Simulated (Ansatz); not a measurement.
Saddle point of BH3SOF2, closed shell (BHOF₂ ([OH][B]([F])[F]) + H₂S → BHSF₂ ([F][B]([F])[SH]) + H₂O (still joined by a long B–O bond); bonds formed: B1–S6, O2–H5; bonds broken: H5–S6; bonds weakened to dative contacts: B1–O2), PBE0-D4/def2-TZVP structure:

```xyz
8
angstrom
B -0.5348 0.3911 -0.2288
O 0.9419 0.4395 -0.5649
F -1.2851 0.0889 -1.3072
F -0.9303 1.4152 0.5364
H 0.9226 -0.6412 0.1010
S -0.2580 -1.3472 0.9249
H 1.0979 0.3323 -1.5111
H 0.0459 -0.6786 2.0497
```

Energies are electronic, without zero-point energy. Barriers and step energies count from the start structure reached by relaxing down the imaginary mode; all methods use the PBE0-D4 structures, on which another method's saddle can fall below an end. Computed with Ansatz 0.2.0 (basis: def2-TZVPP, with def2-QZVPP for the basis limit); correlated methods freeze the cores. B3LYP uses VWN-RPA correlation. Extrapolation: Hartree–Fock as exp(−7.88 √X), correlation as X^−2.97.

| method | barrier (eV) | step energy (eV) |
| --- | --- | --- |
| SPW92 | 0.598 | 0.347 |
| PBE-D4 | 0.964 | 0.551 |
| BLYP-D4 | 1.244 | 0.739 |
| r2SCAN-D4 | ? | 0.604 |
| B97M-V | 1.341 | 0.684 |
| PBE0-D4 | 1.131 | 0.581 |
| B3LYP-D4 | 1.353 | 0.746 |
| r2SCAN0-D4 | 1.222 | 0.621 |
| BHLYP-D4 | 1.559 | 0.783 |
| CAM-B3LYP-D4 | 1.369 | 0.723 |
| wB97X-V | 1.310 | 0.631 |
| wB97M-V | 1.303 | 0.636 |
| B2PLYP | ? | 0.728 |
| PBE-QIDH | ? | 0.597 |
| RPA on PBE | 1.367 | 0.715 |
| HF | 2.139 | 1.035 |
| MP2 | 1.271 | 0.632 |
| CCSD | 1.513 | 0.738 |
| CCSD(T) | 1.376 | 0.680 |

Fill in the withheld barriers. (To be estimated.)

The calculation gives: r2SCAN-D4 1.106; B2PLYP 1.374; PBE-QIDH 1.243 eV. Each is the energy of the saddle less that of the start structure, by the same method.

For comparison, the barrier by CCSD(T) at an estimated basis limit (MP2 extrapolated from triple and quadruple zeta, plus CCSD(T) − MP2 in triple zeta) is 1.354 eV.

The T1 diagnostic stays at or below 0.013.

Labels in which every atom is bracketed show which atoms are joined, not bond orders.

For scale, one of the runs: CCSD(T)/def2-TZVPP, 208 basis functions, launched by `ansatz run in.yaml --threads 4 --pin off --events-out ev --progress --plain --max-ram 9574MiB`. Time: 89 s of wall clock on 4 CPU threads of an Intel Xeon; the host was shared. Peak host memory: 3 GiB.
